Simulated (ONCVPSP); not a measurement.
**rhenium (Re), ONCV: configuration errors across variants**

- Element: Re (Z = 75)
- Generator: ONCVPSP 4.0.1
- Type: optimised norm-conserving Vanderbilt (ONCV)
- Functional: PBE
- Relativity: scalar-relativistic
- Frozen core: [Kr] 4d10
- Valence charge: 29
- Reference configuration: 4f14 5s2 5p6 5d5 6s2
- Partial waves: 5s+6s: rc 1.50 bohr, ncon 4, nbas 7, qcut 6.7 1/bohr, 2 projectors; 5p: rc 1.10 bohr, ncon 3, nbas 7, qcut 7.6 1/bohr, 2 projectors, debl 2.5 Ha; 5d: rc 1.85 bohr, ncon 4, nbas 9, qcut 4.9 1/bohr, 2 projectors, debl 1.4 Ha; 4f: rc 0.90 bohr, ncon 4, nbas 9, qcut 20.5 1/bohr, 1 projector
- Local potential: polynomial inside 0.70 bohr (lpopt 5, dvloc0 0 Ha)
- Core correction: none

All-electron excitation energies from the reference (eV): (1) 4f14 5s2 5p6 5d5 6s1 9.248; (2) 4f14 5s2 5p6 5d5 6s0 25.571; (3) 4f14 5s2 5p6 5d4 6s0 52.699; (4) 4f14 5s2 5p6 5d3 6s0 92.057.

A true bound ghost makes a file unfit for plane-wave use even where its test errors are small: the radial tests pick states by their node count and pass the ghost by.

Errors AE − PS in meV (a dash: test not solved or not reliable):

```
     change   (1)  (2)  (3)  (4)  bound ghosts  GHOST(+) flags above zero
       base  -3.7  -12  -15  -12       s, d, p                       none
p: qcut 4.8  -3.7  -12  -14  -12          s, d                          p
p: qcut 5.6  -3.7  -12  -14  -12          s, d                          p
p: qcut 8.1  -3.7  -12  -15  -12       s, d, p                       none
p: qcut 9.1  -3.7  -12  -15  -12       s, d, p                       none
 p: qcut 10  -3.7  -12  -15  -12       s, d, p                       none
 p: qcut 11  -3.7  -12  -15  -12       s, d, p                       none
```

(1) Give the same row for: p: qcut 6.9.

Results:

(1) -3.7, -12, -14, -12; bound ghosts: s, d; GHOST(+) flags above zero: p.
